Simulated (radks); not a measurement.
Ionisation ladder of tin, from Sn44+ to Sn49+. Each ion is in the ground configuration listed by NIST, and IE = E(next ion) - E(this ion), with E = 0 for the bare nucleus. Calculated with a radial shooting solver on a logarithmic mesh with Libxc functionals: non-relativistic Kohn-Sham, LDA (Slater exchange, Perdew-Wang correlation), spin-unpolarised, spherical densities, point nucleus; relativity is left out, which matters for an element this heavy.

species  configuration  IE, Delta-SCF (eV)  -e(HOMO) (eV)  HOMO  IE, NIST (eV)       kind  error (eV)
Sn44+     [He] 2s2 2p2              7257.8         7149.0    2p           7531  semi-emp.      -273.2
Sn45+     [He] 2s2 2p1              7475.2         7366.6    2p           7790     theory      -314.8
Sn46+         [He] 2s2              7780.2         7691.0    2s           8103  semi-emp.      -322.8
Sn47+         [He] 2s1              7949.0         7868.1    2s         8307.0     theory      -358.0
Sn48+             [He]               33187          32812    1s        34257.1     theory     -1070.4
Sn49+              1s1               33883          33555    1s        35192.5     theory     -1310.0

Reference values: NIST Atomic Spectra Database (exp. = measured, semi-emp. = semi-empirical, theory = theoretical value adopted there). The ionisation energy per charge of the ion left behind rises most, in proportion, at Sn48+ ([He]), from 165.60 to 677.28 eV. Relativity is left out here, which matters for elements this heavy. Spin polarisation and multiplet splitting are left out, so open shells lie too high by an amount that depends on their filling.

Beside tabulated values, note that spin-unpolarised runs miss the spin-polarisation part of the exchange energy of open shells.
